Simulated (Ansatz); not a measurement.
Ag₁₃Cl₄⁻ (started as a model of: Ag13(Cl)4): single points at one geometry.

```yaml
crystal:
  periodic: [false, false, false]
  atoms:
    - {symbol: Ag, position_ang: [0.001078, 0.001574, 0.003316]}
    - {symbol: Ag, position_ang: [2.326569, 0.067460, -1.499406]}
    - {symbol: Ag, position_ang: [2.328866, -0.078306, 1.502143]}
    - {symbol: Ag, position_ang: [-2.327915, 0.079342, -1.500037]}
    - {symbol: Ag, position_ang: [-2.329187, -0.064107, 1.505465]}
    - {symbol: Ag, position_ang: [-1.415479, 2.305267, 0.148379]}
    - {symbol: Ag, position_ang: [1.429517, 2.296467, 0.149987]}
    - {symbol: Ag, position_ang: [-1.427720, -2.294986, -0.142614]}
    - {symbol: Ag, position_ang: [1.414088, -2.302161, -0.144871]}
    - {symbol: Ag, position_ang: [-0.003302, -1.444147, 2.302390]}
    - {symbol: Ag, position_ang: [0.004790, 1.676536, 2.394334]}
    - {symbol: Ag, position_ang: [-0.006712, -1.676360, -2.388689]}
    - {symbol: Ag, position_ang: [0.002729, 1.449901, -2.295346]}
    - {symbol: Cl, position_ang: [4.043958, -0.111275, -3.110213]}
    - {symbol: Cl, position_ang: [4.059551, 0.075434, 3.101281]}
    - {symbol: Cl, position_ang: [-4.052702, -0.113898, -3.101170]}
    - {symbol: Cl, position_ang: [-4.065429, 0.106660, 3.096850]}
basis:
  gaussian: {orbitals: def2-TZVP, fitting: {mean_field: def2-universal-jkfit}, initial_orbitals: start.molden}
total_charge: -1
hamiltonian: {xc: pbe0, dispersion: d4}
scf: {omitted_lower_state_checks: [starts]}
output: {forces: true, orbitals: {seedname: orbitals}}
```

The file start.molden holds the orbitals of an earlier run on this structure, at another level or in another basis.

```sh
$ ansatz run in.yaml --threads 2 --pin off --events-out ev --progress --plain --max-ram 20480MiB --backend cuda --devices 0, --max-vram 18GiB
```

Shortened log:

```
Functional definition: PBE0
  name "PBE0"
  cite "Adamo & Barone, J. Chem. Phys. 110, 6158 (1999) doi:10.1063/1.478522"
  cite "Perdew, Burke & Ernzerhof, Phys. Rev. Lett. 77, 3865 (1996) doi:10.1103/PhysRevLett.77.3865"
  parent pbe
  parameter a = 0.25
  parameter kappa = 0.804
  parameter beta = 0.06672455060314922
  exchange = (1 - a)*pbe_x(kappa = kappa, mu = beta*pi^2/3) + a*exact_x
  correlation = pbe_c(beta = beta)
these checks for a lower state are left out or cut short: starts
3827 factors; integrals over basis functions are off by at most 1.4e0 eV
mean field evaluation 1: about -102087.9180 eV, gradient 2.0e2 eV
mean field evaluation 2: about -102091.9623 eV, gradient 6.6e0 eV
mean field evaluation 4: about -102092.2281 eV, gradient 3.6e-1 eV
mean field evaluation 8: about -102092.2304 eV, gradient 1.3e-5 eV
mean field -102092.23040584 eV, -3751.8202668153 hartree, gradient 1.3e-5 eV, S^2 0.000000; 0 other end points of the search recorded, 0 dependent functions left out
the calculation of the forces begins
reference -102092.23046570 eV, -3751.8202690154 hartree; 158, 158 occupied and 510, 510 virtual orbitals, 3827 factors
Total energy: -102094.62763766 eV, -3751.9083634598 hartree
Atom 0 at     0.001078     0.001574     0.003316 Å, force    -0.021173     0.005634    -0.000550 eV/Å
Atom 1 at     2.326569     0.067460    -1.499406 Å, force     0.291171    -0.014962    -0.186204 eV/Å
Atom 2 at     2.328866    -0.078306     1.502143 Å, force     0.292151     0.012784     0.185563 eV/Å
Atom 3 at    -2.327915     0.079342    -1.500037 Å, force    -0.281281    -0.012992    -0.176871 eV/Å
Atom 4 at    -2.329187    -0.064107     1.505465 Å, force    -0.281016     0.014693     0.177124 eV/Å
Atom 5 at    -1.415479     2.305267     0.148379 Å, force    -0.097367     0.179692    -0.025387 eV/Å
Atom 6 at     1.429517     2.296467     0.149987 Å, force     0.100403     0.190238    -0.026674 eV/Å
Atom 7 at    -1.427720    -2.294986    -0.142614 Å, force    -0.104376    -0.183589     0.029437 eV/Å
Atom 8 at     1.414088    -2.302161    -0.144871 Å, force     0.104980    -0.192818     0.029110 eV/Å
Atom 9 at    -0.003302    -1.444147     2.302390 Å, force    -0.002660    -0.122767     0.184720 eV/Å
Atom 10 at     0.004790     1.676536     2.394334 Å, force    -0.001130     0.056533     0.213145 eV/Å
Atom 11 at    -0.006712    -1.676360    -2.388689 Å, force    -0.000677    -0.054738    -0.220280 eV/Å
Atom 12 at     0.002729     1.449901    -2.295346 Å, force    -0.000767     0.120822    -0.183213 eV/Å
Atom 13 at     4.043958    -0.111275    -3.110213 Å, force    -0.117363     0.003474     0.064091 eV/Å
Atom 14 at     4.059551     0.075434     3.101281 Å, force    -0.117419    -0.002437    -0.063636 eV/Å
Atom 15 at    -4.052702    -0.113898    -3.101170 Å, force     0.117718     0.003303     0.064351 eV/Å
Atom 16 at    -4.065429     0.106660     3.096850 Å, force     0.118805    -0.002868    -0.064725 eV/Å
Dipole moment:     0.004830     0.014277     0.002967 e Å
Checks for a lower state left out: starts
```

It took 27 s on 2 threads of AMD EPYC 7R13 on a shared host and a share (18 GiB) of an NVIDIA H100 80GB HBM3, peak host memory 2.2 GiB.

As the first input, with `hamiltonian: {xc: pbe, dispersion: d4}`, `output: {orbitals: {seedname: orbitals}}` (abridged; 29 s):

```
Functional definition: PBE
mean field -102096.22797548 eV, -3751.9671747899 hartree, gradient 9.5e-6 eV, S^2 0.000000
Total energy: -102098.89613348 eV, -3752.0652277879 hartree
Checks for a lower state left out: starts
```

First input, but with `hamiltonian: {xc: r2scan, dispersion: d4}` (abridged; 25 s):

```
Functional definition: r2SCAN
mean field -102127.97671047 eV, -3753.1339192808 hartree, gradient 1.7e-5 eV, S^2 0.000000
Total energy: -102128.61068710 eV, -3753.1572174923 hartree
Atom 0 force    -0.020181     0.005632    -0.000386 eV/Å
Atom 1 force     0.109464    -0.006536    -0.095395 eV/Å
Atom 2 force     0.110715     0.005697     0.094853 eV/Å
Atom 3 force    -0.099464    -0.006065    -0.086891 eV/Å
Atom 4 force    -0.099900     0.006601     0.086845 eV/Å
Atom 5 force     0.036479    -0.034508    -0.007408 eV/Å
Atom 6 force    -0.034717    -0.023505    -0.008251 eV/Å
Atom 7 force     0.031478     0.029597     0.010729 eV/Å
Atom 8 force    -0.029512     0.021291     0.010338 eV/Å
Atom 9 force    -0.002648     0.013283    -0.040718 eV/Å
Atom 10 force    -0.001575    -0.040801    -0.048221 eV/Å
Atom 11 force    -0.000522     0.041692     0.041739 eV/Å
Atom 12 force    -0.001650    -0.014332     0.042632 eV/Å
Atom 13 force    -0.133092     0.005711     0.091617 eV/Å
Atom 14 force    -0.133643    -0.004546    -0.091126 eV/Å
Atom 15 force     0.133593     0.005898     0.091762 eV/Å
Atom 16 force     0.135174    -0.005110    -0.092120 eV/Å
Dipole moment:     0.004448     0.013115     0.002476 e Å
Checks for a lower state left out: starts
```

Geometry: r2SCAN-D4/def2-SVP.

In the def2 sets Ag takes a core potential; there is no spin–orbit coupling. Single mean-field runs in def2-TZVP are fitted with def2-universal-jkfit. The restricted singlet is unstable towards broken spin symmetry in Hartree–Fock (as tested in another run); at PBE0-D4/def2-TZVP, PBE-D4/def2-TZVP, r2SCAN-D4/def2-TZVP this wasn't settled.
